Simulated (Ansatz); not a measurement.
Wavefunction ladder for CH4GaNSi, SMILES `N#C[SiH2][GaH2]`

```xyz
8

N    -0.443    1.712    2.418
C    -0.022    1.304    1.426
Si    0.599    0.581   -0.161
Ga   -0.626   -1.432   -0.718
H     2.050    0.331    0.045
H     0.443    1.649   -1.183
H    -0.234   -2.184   -2.038
H    -1.767   -1.961    0.211
```

Charge 0, multiplicity 1. Correlated methods include outer-core shells of Ga, which these sets cover unevenly. Scalar relativity is left out up to krypton. All single points use the PBE0-D4/def2-TZVP geometry. Frozen core, restricted reference, Ansatz 0.2.0.

| basis | HF (Eh) | MP2 corr. |
| --- | --- | --- |
| def2-SVP | -2306.39720 | -0.58663 |
| def2-TZVPP | -2306.85936 | -0.68465 |
| def2-QZVPP | -2306.91253 | -0.96280 |

(1) Estimate the CCSD correlation energy and the (T) correction in each basis where they were run (hartree).

## Answers

(1) 
```json
{"basis": "def2-SVP", "CCSD corr.": "-0.61209", "(T)": "-0.02294"}
{"basis": "def2-TZVPP", "CCSD corr.": "-0.71009", "(T)": "-0.03273"}
```
